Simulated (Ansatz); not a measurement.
`CC[SiH2]C#N` + CH₃OH → `CO[SiH2]C#N` + `CC` at 500 K and 1 bar (ligand exchange at the Si–C bond).

Gas-phase electronic energies from Ansatz, PBE0-D4/def2-TZVP geometries. CCSD(T)/CBS adds triple-zeta CCSD(T) − MP2 to the extrapolated MP2 energy (def2 sets, frozen cores). This one scheme is used for every species. One conformer a species, not always the lowest.

```
      species  CCSD(T)/CBS energy (Eh)  H − E (kJ/mol)  S (J/(mol·K))
`CC[SiH2]C#N`               -462.15225           287.0          412.2
        CH₃OH               -115.61712           157.0          265.4
`CO[SiH2]C#N`               -498.08666           223.9          406.1
         `CC`                -79.71954           220.5          259.9
```

H − E and S are ideal-gas, rigid-rotor, harmonic terms from PBE0-D4/def2-TZVP, for one conformer and one mirror image of each species. 1 Eh = 2625.50 kJ/mol, R = 8.31446 J/(mol·K).

By hand: ΔE, ΔH, ΔS and ΔG.

ΔE = (-498.08666) + (-79.71954) − (-462.15225) − (-115.61712) = -0.03683 Eh = -96.7 kJ/mol. Δ(H − E) = 223.9 + 220.5 − 287.0 − 157.0 = 0.4, so ΔH = -96.3 kJ/mol. ΔS = 406.1 + 259.9 − 412.2 − 265.4 = -11.6 J/(mol·K). ΔG = -96.3 − 500 × (-11.6)/1000 = -90.5 kJ/mol.

By hand: the equilibrium constant, and the temperature at which ΔG would vanish if ΔH and ΔS stayed fixed.

log₁₀ K = −ΔG/(RT ln 10) = 9.5. ΔG = 0 at ΔH/ΔS = 8302 K, far beyond where these terms or the molecules hold.

The number of gas molecules stays the same, so ΔS is small and ΔH decides. A doubt of 5 kJ/mol in ΔE shifts log₁₀ K by 0.5 here. Other conformers and mirror images would add mixing entropy, several J/(mol·K) or more a flexible species. These are equilibria of isolated gas molecules and say nothing of rates. Largest T1 diagnostic: 0.012 (customary marks: 0.02 for closed shells, 0.045 for open ones).
